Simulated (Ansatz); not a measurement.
Sb3 (the lowest doublet isomer of a short search), 3 atoms. Hardware: 4 threads of Arm Neoverse V1 on a shared host.

In the def2 sets Sb takes a core potential; there is no spin–orbit coupling. Correlated methods freeze 12 core orbitals; core or outer-core shells of Sb are correlated, in sets that lack core-valence functions.

(1) How many basis functions does each of these Ansatz runs have, and roughly what does it cost? r2SCAN-D4/def2-TZVP, charge 1 triplet at the geometry of the charge 0 doublet, energy, from earlier orbitals; revPBE-D4/def2-TZVP, charge 0 doublet, energy, from earlier orbitals; RPA@PBE/def2-TZVP, charge 0 quartet, energy, from earlier orbitals; PBE-D4/def2-TZVP, charge 0 doublet, energy, from earlier orbitals; HF/STO-3G, charge 0 doublet, energy; PBE0-D4/def2-TZVP, charge 1 singlet at the geometry of the charge 0 doublet, energy, from earlier orbitals; PBE-D4/def2-TZVP, charge 1 triplet at the geometry of the charge 0 doublet, energy, from earlier orbitals; r2SCAN-D4/def2-TZVP, charge 0 doublet, energy, from earlier orbitals; PBE0-D4/def2-TZVP, charge 0 quartet, energy, from earlier orbitals; BHLYP-D4/def2-TZVP, charge 0 doublet, energy, from earlier orbitals; CCSD(T)/def2-SVP, charge 0 quartet, energy, from earlier orbitals; PBE0-D4/def2-SVP, charge 0 doublet, energy with a search over starts.

## Answers

(1) Other jobs shared the machine, so times can vary by a factor of up to 3. A dash marks memory too small to be measured apart from the calling script's.

| run | functions | fitting or Cholesky vectors | wall time | peak host memory (GiB) |
| --- | --- | --- | --- | --- |
| HF/STO-3G, charge 0 doublet, energy | 81 | 815 | 1.6 s | – |
| PBE0-D4/def2-TZVP, charge 1 singlet at the geometry of the charge 0 doublet, energy, from earlier orbitals | 150 | 1323 | 1.9 s | – |
| PBE-D4/def2-TZVP, charge 1 triplet at the geometry of the charge 0 doublet, energy, from earlier orbitals | 150 | 1149 | 2.4 s | – |
| PBE-D4/def2-TZVP, charge 0 doublet, energy, from earlier orbitals | 150 | 1149 | 2.5 s | – |
| revPBE-D4/def2-TZVP, charge 0 doublet, energy, from earlier orbitals | 150 | 1149 | 2.7 s | – |
| PBE0-D4/def2-SVP, charge 0 doublet, energy with a search over starts | 78 | 1002 | 3.6 s | – |
| BHLYP-D4/def2-TZVP, charge 0 doublet, energy, from earlier orbitals | 150 | 1410 | 4 s | – |
| r2SCAN-D4/def2-TZVP, charge 0 doublet, energy, from earlier orbitals | 150 | 1149 | 5.5 s | – |
| PBE0-D4/def2-TZVP, charge 0 quartet, energy, from earlier orbitals | 150 | 1323 | 5.5 s | 0.55 |
| RPA@PBE/def2-TZVP, charge 0 quartet, energy, from earlier orbitals | 150 | 1401 | 5.5 s | – |
| CCSD(T)/def2-SVP, charge 0 quartet, energy, from earlier orbitals | 78 | 1002 | 6 s | – |
| r2SCAN-D4/def2-TZVP, charge 1 triplet at the geometry of the charge 0 doublet, energy, from earlier orbitals | 150 | 1149 | 6.5 s | – |
